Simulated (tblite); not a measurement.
Species: C₆H₁₁O₂ (doublet state).
Structure used (GFN2-xTB), in Å, numbered top down from 1:
```
atom  x, y, z in Å
C1    -2.3542   -0.1272   -1.5112
C2    -2.2478    0.0617   -0.0034
C3    -0.8065    0.2909    0.4346
O4    -0.0678   -0.8977    0.2095
C5     1.2935   -0.7750    0.5062
C6     2.0587    0.0544   -0.4488
C7     3.3469    0.5666   -0.1718
O8     4.0129    1.2372   -0.9516
H9    -1.7360   -0.9648   -1.8223
H10   -2.0196    0.7668   -2.0333
H11   -3.3836   -0.3276   -1.7966
H12   -2.6229   -0.8276    0.5043
H13   -2.8458    0.9182    0.3131
H14   -0.3637    1.1237   -0.1306
H15   -0.7677    0.5479    1.5055
H16    1.6866   -1.8046    0.4801
H17    1.4440   -0.4067    1.5384
H18    1.6210    0.2500   -1.4174
H19    3.7421    0.3230    0.8333
```

Computed values, GFN2-xTB/tblite, gas phase, harmonic and unscaled. Against measured fundamentals such values can be off by several per cent, at times by over 20. One conformer, not necessarily the lowest. Open shells enter through the occupations alone, without spin polarisation, and single modes of such species can be off by tens of per cent.

Harmonic wavenumbers (cm⁻¹): 31.3, 48.7, 92.3, 140.6, 184.7, 196.4, 220.1, 281.5, 305.9, 402.5, 532.9, 547.6, 618.4, 790.0, 830.0, 900.0, 924.6, 948.3, 978.2, 1072.0, 1095.9, 1114.1, 1119.0, 1145.5, 1163.7, 1192.7, 1226.9, 1257.7, 1260.6, 1332.4, 1337.2, 1351.3, 1388.5, 1404.9, 1408.9, 1467.6, 1487.3, 1499.1, 1503.1, 1587.6, 2768.0, 2787.1, 2842.9, 2846.2, 2883.2, 2984.2, 3000.1, 3033.0, 3044.9, 3054.3, 3087.2.

A = 4713, B = 777.6, C = 723.5 MHz; mass 115.076 u (most abundant isotopes); point group C1, symmetry number 1; spin multiplicity 2.

Problem. What is the zero-point energy?

Solution. ½Σν̃ = 34361 cm⁻¹ = 98.24 kcal/mol.

Problem. Entropy at 273.15 K, 1 bar (ideal gas, RRHO, classical rotation)?

Solution. Translation 39.73, rotation 28.92, vibration 28.05, spin (R ln 2) 1.38: S = 98.1 cal/(mol K).

Problem. And Cp and H(273.15 K) − H(0)?

Solution. Cp = 33.64 cal/(mol K), of which vibrations give 25.69 (their classical limit is 51 R = 101.3); H(273.15 K) − H(0) = 5.97 kcal/mol without the zero-point energy, 3.80 from vibrations.

Problem. How do the functions run with temperature in this model?

Solution. 
```tsv
T (K)	S (cal/(mol K))	Cp (cal/(mol K))	H − H(0) (kcal/mol)	G − H(0) (kcal/mol)	ln q(vib)
150	81.3	23.7	2.46	-9.73	3.81
250	95.2	31.6	5.21	-18.58	6.52
298.15	101.1	35.9	6.84	-23.31	7.75
400	113.0	45.5	10.98	-34.22	10.29
600	134.6	61.3	21.75	-59.02	15.11
900	162.7	77.1	42.71	-103.75	22.00
```

q(vib) and H(0) count from the zero-point level.

Problem. Which modes carry the vibrational entropy at 273.15 K?

Solution. 31.3 cm⁻¹: 5.57; 48.7 cm⁻¹: 4.70; 92.3 cm⁻¹: 3.44; 140.6 cm⁻¹: 2.63; 184.7 cm⁻¹: 2.12; 196.4 cm⁻¹: 2.01 cal/(mol K); the other 45 give 7.59 together.

Problem. What must be added to the electronic energy to get the Gibbs energy at 273.15 K and 1 bar?

Solution. ZPE + [H(273.15 K) − H(0)] − T·S = 98.24 + 5.97 − 26.79 = 77.42 kcal/mol.

Problem. Blend soft modes into free rotors: weight 1/[1 + (100 cm⁻¹/ν̃)⁴] for the oscillator and the rest for a rotor with moment μB/(μ + B), μ = h/(8π²ν), B = 10⁻⁴⁴ kg m². What vibrational entropy results?

Solution. 24.91 cal/(mol K) in place of 28.05, which changes −T·S at 273.15 K by +0.86 kcal/mol.

Hindered rotation and anharmonicity are outside this model. Other conformers, if any are populated, would add a mixing term that is left out. The structure is chiral; the term R ln 2 for an equal mix with its mirror image is left out.

Time: 0.91 s. Hardware: an Arm Neoverse N1 with one thread, shared host with 64 logical CPUs at a one-minute load of 41. The figure is for the frequency step alone.
